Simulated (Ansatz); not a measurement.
Consider the cleavage of the Ge–P bond: `[BH2][GeH2][PH2]` + H–F → `[BH2][GeH2][F]` + PH₃.

Isolated molecules relaxed with PBE0-D4/def2-TZVP in Ansatz; ΔE leaves out vibrations. CBS: MP2 limit from def2 TZ/QZ plus the TZ coupled-cluster correction, frozen cores. This one scheme is used for every species. Functionals use def2-TZVPP. B3LYP here is the variant with VWN-RPA as its local correlation; programs differ in this. HSE06 is defined as in plane-wave codes. For Ge outer-core shells are correlated without core-valence functions, which leaves a few kJ/mol of doubt a bond. Scalar relativity is left out up to krypton. One conformer a species, not always the lowest.

| level | ΔE (kJ/mol) | difference from CCSD(T)/CBS |
| --- | --- | --- |
| LDA (SPW92) | -16.4 | 6.5 |
| PBE-D4 | -19.1 | 3.8 |
| revPBE-D4 | -18.0 | 4.9 |
| r2SCAN-D4 | -30.4 | -7.5 |
| B97M-V | -40.7 | -17.8 |
| B3LYP-D4 | -33.8 | -10.9 |
| r2SCANh-D4 | -28.8 | -5.9 |
| r2SCAN0-D4 | -26.8 | -3.9 |
| HSE06-D4 | -18.5 | 4.4 |
| BHLYP-D4 | -37.9 | -15.0 |
| CAM-B3LYP-D4 | -43.2 | -20.3 |
| ωB97X-V | -39.7 | -16.8 |
| ωB97M-V | -34.7 | -11.8 |
| B2PLYP | -38.0 | -15.1 |
| PBE-QIDH | -23.6 | -0.7 |
| PBE | -24.5 | -1.6 |
| BLYP | -44.6 | -21.7 |
| r2SCAN | -31.7 | -8.8 |
| PBE0 | -23.9 | -1.0 |
| B3LYP | -42.6 | -19.7 |
| r2SCANh | -30.3 | -7.4 |
| r2SCAN0 | -28.5 | -5.6 |
| BHLYP | -46.7 | -23.8 |
| CAM-B3LYP | -48.4 | -25.5 |
| LC-ωPBE | -36.3 | -13.4 |
| RPA@PBE/def2-TZVPP | -33.0 | -10.1 |
| HF/def2-SVP | -62.5 | -39.6 |
| CCSD/def2-SVP | -46.3 | -23.4 |
| CCSD(T)/def2-SVP | -43.5 | -20.6 |
| HF/def2-TZVPP | -60.3 | -37.4 |
| MP2/def2-TZVPP | -22.6 | 0.3 |
| SCS-MP2/def2-TZVPP | -34.9 | -12.0 |
| CCSD/def2-TZVPP | -32.1 | -9.2 |
| CCSD(T)/def2-TZVPP | -27.7 | -4.8 |
| HF/def2-QZVPP | -62.7 | -39.8 |
| MP2/def2-QZVPP | -20.7 | 2.2 |
| SCS-MP2/def2-QZVPP | -33.4 | -10.5 |
| HF/CBS(def2) | -63.0 | -40.1 |
| MP2/CBS(def2) | -17.9 | 5.0 |
| CCSD/CBS(def2) | -27.3 | -4.4 |
| CCSD(T)/CBS | -22.9 | 0 |

Largest T1 diagnostic among the species: 0.013.

The D4 term adds +8.8 kJ/mol with B3LYP and +4.8 kJ/mol with PBE0; it sums over pairs of atoms, weighted by their polarisabilities, and B3LYP, whose exchange is more repulsive, gets the larger term. In def2-TZVPP, CCSD(T) changes the Hartree–Fock value by +32.6 kJ/mol (the triples alone add +4.4 kJ/mol) and MP2 by +37.7 kJ/mol.
